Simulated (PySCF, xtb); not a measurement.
H2MgO2, SMILES [OH][Mg][OH].

GFN2-xTB run with xtb at its own geometry gives an orbital gap of 2.73 eV and a dipole moment of 0.02 D.

Geometry: PBE-D3(BJ)/def2-TZVP. The values are those of a single conformer.

Task: What does PBE/def2-TZVPD (PySCF) give? (An estimate is asked for; the answer gives what the named calculation found.)

Result: gap 4.37 eV (levels -6.35 and -1.98 eV), dipole 1.05 D.
